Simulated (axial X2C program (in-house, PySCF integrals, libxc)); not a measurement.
## Working with the constants of PBr⁻

A bond curve at the PBE0 level, two-component, was computed with an in-house all-electron X2C program for linear molecules (integrals from PySCF) (basis Br dyall-acv3z [9s10p7d5f1g], P dyall-av3z [9s8p3d2f] (cores contracted in-house)) for the state Ω = 3/2 (⟨Sz⟩ = 0.50, ⟨Lz⟩ = 1.00 at PBE0). Its fit gives Re = 2.3124 Å, ωe = 336.9 cm⁻¹, ωexe = 1.49 cm⁻¹ and αe = 8.647e-04 cm⁻¹; the masses are 78.9183 and 30.9738 u. Two-component means X2C with spin–orbit coupling and atomic mean-field Coulomb and Gaunt terms.

**Question.** Find the reduced mass, Be and the force constant.

**Answer.** From the PBE0 values: μ = 22.2436 u. Be = 16.8576/(μ Re²) = 0.1417 cm⁻¹. k = 5.8918×10⁻⁷ μ ωe² = 1.49 mdyn/Å.

**Question.** Where do the fundamental and the first overtone lie?

**Answer.** ν(1←0) = ωe − 2ωexe = 333.9 cm⁻¹; ν(2←0) = 2ωe − 6ωexe = 664.9 cm⁻¹.

**Question.** Estimate the centrifugal constant by the Kratzer relation.

**Answer.** D = 4Be³/ωe² = 1.00e-07 cm⁻¹.

**Question.** Estimate De from a Morse curve and compare with the computed well depth of 0.743 eV to Br- + P.

**Answer.** De(Morse) = ωe²/(4ωexe) = 2.361 eV against 0.743 eV computed, a ratio of 3.18. The extrapolation overshoots: the well softens faster than a Morse curve, or the lowest atomic limit lies below the one to which the curve heads.

**Question.** A Morse curve ties αe to the other constants (Pekeris). How well does that hold?

**Answer.** αe(Morse) = 6Be²/ωe × (√(ωexe/Be) − 1) = 8.022e-04 cm⁻¹; the PBE0 curve gives 8.647e-04 cm⁻¹, a ratio of 0.93.

Occupations by symmetry block were frozen at the best pattern of an incomplete PBE0 search. Dissociation energies refer to the lowest single-determinant-based atoms at the same level and basis. Density functionals use the spin component along the axis (collinear). Without a current term, density functionals place determinants with orbital angular momentum somewhat too high. The atomic limit has a lower orbital projection than the molecule and lies lower at mean-field level, so De may be about a tenth of an eV too small. The highest occupied level of some functionals is positive through self-interaction error; at Hartree–Fock it is bound.
